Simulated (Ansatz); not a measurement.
`F[SiH2]N[SiH3]` + CH₃NH₂ → `CN[SiH3]` + `N[SiH2]F` at 700 K and 1 bar (ligand exchange at the Si–N bond).

Computed with Ansatz on PBE0-D4/def2-TZVP structures; ΔE is electronic, products minus reactants. CCSD(T)/CBS is the MP2 limit (def2-TZVPP, def2-QZVPP) plus CCSD(T) − MP2 in def2-TZVPP, frozen cores. This one scheme is used for every species. One conformer a species, not always the lowest.

```json
{"species": "`F[SiH2]N[SiH3]`", "CCSD(T)/CBS energy (Eh)": "-736.37696", "H − E (kJ/mol)": "238.5", "S (J/(mol·K))": "454.3"}
{"species": "CH₃NH₂", "CCSD(T)/CBS energy (Eh)": "-95.75281", "H − E (kJ/mol)": "207.6", "S (J/(mol·K))": "296.6"}
{"species": "`CN[SiH3]`", "CCSD(T)/CBS energy (Eh)": "-386.04948", "H − E (kJ/mol)": "271.2", "S (J/(mol·K))": "396.1"}
{"species": "`N[SiH2]F`", "CCSD(T)/CBS energy (Eh)": "-446.07709", "H − E (kJ/mol)": "173.7", "S (J/(mol·K))": "359.9"}
```

H − E and S are ideal-gas, rigid-rotor, harmonic terms from PBE0-D4/def2-TZVP, for one conformer and one mirror image of each species. 1 Eh = 2625.50 kJ/mol, R = 8.31446 J/(mol·K).

Task: By hand: ΔE, ΔH, ΔS and ΔG.

Result: ΔE = (-386.04948) + (-446.07709) − (-736.37696) − (-95.75281) = 0.00320 Eh = 8.4 kJ/mol. Δ(H − E) = 271.2 + 173.7 − 238.5 − 207.6 = -1.2, so ΔH = 7.2 kJ/mol. ΔS = 396.1 + 359.9 − 454.3 − 296.6 = 5.1 J/(mol·K). ΔG = 7.2 − 700 × (5.1)/1000 = 3.6 kJ/mol.

Task: By hand: the equilibrium constant, and the temperature at which ΔG would vanish if ΔH and ΔS stayed fixed.

Result: log₁₀ K = −ΔG/(RT ln 10) = -0.3. ΔG = 0 at ΔH/ΔS = 1412 K, though so small a ΔH makes that figure unsure.

TΔS isn't small against ΔH here. The sign of ΔG lies within the doubt. A doubt of 5 kJ/mol in ΔE shifts log₁₀ K by 0.4 here. Other conformers and mirror images would add mixing entropy, several J/(mol·K) or more a flexible species. These are equilibria of isolated gas molecules and say nothing of rates. Largest T1 diagnostic: 0.011 (customary marks: 0.02 for closed shells, 0.045 for open ones).
